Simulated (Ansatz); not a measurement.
Job for Ansatz (an electronic-structure program): R-r2SCAN/def2-TZVPPD on H2Se (SMILES [SeH2]). Files ending in .json are basis or fitting sets from the Basis Set Exchange.

Ansatz 0.2 input:
```yaml
crystal:
  periodic: [false, false, false]
  atoms:
    - {symbol: Se, position_ang: [-0.10444857, 0.02697636, 3.91304398]}
    - {symbol: H, position_ang: [0.31492568, 1.42895628, 3.77074669]}
    - {symbol: H, position_ang: [-1.49857820, 0.37884206, 3.60650533]}
basis:
  gaussian:
    orbitals: def2-TZVPPD.json
hamiltonian:
  xc: {name: r2SCAN}
scf: {lower_state_search: off}
```

Output:

```
Functional definition: r2SCAN
[...]
these checks for a lower state are left out or cut short: stability, starts, cluster_reference, orbital_swaps, neighbouring_geometries, increment
integrals: 0.02 GiB planned
541 factors; their error is unknown
mean field: 0.20 GiB planned
mean field evaluation 1: about -65381.5023 eV, gradient 1.1e1 eV
mean field evaluation 2: about -65381.6801 eV, gradient 6.6e0 eV
mean field evaluation 4: about -65381.8041 eV, gradient 2.0e-1 eV
mean field evaluation 8: about -65381.7936 eV, gradient 1.4e-1 eV
mean field evaluation 16: about -65381.7937 eV, gradient 1.4e-6 eV
mean field -65381.79365881 eV, -2402.7365995897 hartree, gradient 1.4e-6 eV, S^2 0.000000; 0 other end points of the search recorded, 0 dependent functions left out
reference -65381.79367192 eV, -2402.7366000717 hartree; 18, 18 occupied and 73, 73 virtual orbitals, 541 factors
Total energy: -65381.79367192 eV, -2402.7366000717 hartree
Checks for a lower state left out: stability, starts, cluster_reference, orbital_swaps, neighbouring_geometries, increment
```

The calculation finished and met its thresholds.

Cost: about 0.7 core-seconds (a rough figure).
